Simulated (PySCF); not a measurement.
Correlation energy of Nb⁺ (niobium, charge +1)

[Kr] 4d4, high-spin 5D determinant. Computed with PySCF 2.14 in def2-QZVPPD with the def2 core potential (28 electrons) (7s5p4d3f2g, 81 functions), with scalar relativity through the core potential. Frozen: 4s2 4p6; 4 electrons correlated.

```tsv
level	correlation energy (mhartree)
CCSD	-42.62
(T)	-0.69
CCSD(T)	-43.31
```

Diagnostics: T1 = 0.0042, D1 = 0.0095, largest double amplitude 0.019.

Cost of the coupled-cluster step: roughly 6 core-seconds, for 4 correlated electrons.

Iterations:

```
CC2 = 0
CCSD nocc = (np.int64(4), np.int64(0)), nmo = (77, 77)
frozen orbitals [[0, 1, 2, 3], [0, 1, 2, 3]]
max_cycle = 100
direct = 0
conv_tol = 1e-08
conv_tol_normt = 1e-06
diis_space = 8
diis_start_cycle = 0
Init t2, MP2 energy = -0.0364056272806056
Init E_corr(UCCSD) = -0.0364056272990087
cycle = 1  E_corr(UCCSD) = -0.0414901279727852  dE = -0.00508450067  norm(t1,t2) = 0.0212214
cycle = 2  E_corr(UCCSD) = -0.0423347337484789  dE = -0.000844605776  norm(t1,t2) = 0.00652902
cycle = 3  E_corr(UCCSD) = -0.0426439274024588  dE = -0.000309193654  norm(t1,t2) = 0.00296878
cycle = 4  E_corr(UCCSD) = -0.0426133718018551  dE = 3.05556006e-05  norm(t1,t2) = 0.000742248
cycle = 5  E_corr(UCCSD) = -0.0426168761880336  dE = -3.50438618e-06  norm(t1,t2) = 0.000345003
cycle = 6  E_corr(UCCSD) = -0.0426173207459913  dE = -4.44557958e-07  norm(t1,t2) = 0.00027365
cycle = 7  E_corr(UCCSD) = -0.0426176729495535  dE = -3.52203562e-07  norm(t1,t2) = 0.000234125
cycle = 8  E_corr(UCCSD) = -0.0426174965409851  dE = 1.76408568e-07  norm(t1,t2) = 0.000127837
cycle = 9  E_corr(UCCSD) = -0.042617959859825  dE = -4.6331884e-07  norm(t1,t2) = 1.71811e-05
cycle = 10  E_corr(UCCSD) = -0.0426178666124729  dE = 9.32473521e-08  norm(t1,t2) = 4.78044e-06
cycle = 11  E_corr(UCCSD) = -0.0426178490879786  dE = 1.75244942e-08  norm(t1,t2) = 1.93133e-06
cycle = 12  E_corr(UCCSD) = -0.0426178676301516  dE = -1.85421729e-08  norm(t1,t2) = 5.85515e-07
cycle = 13  E_corr(UCCSD) = -0.0426178721451864  dE = -4.51503485e-09  norm(t1,t2) = 1.06962e-07
UCCSD converged
E(UCCSD) = -56.15195829450571  E_corr = -0.04261787214518642
UCCSD(T) correction = -0.000689618903643375
```
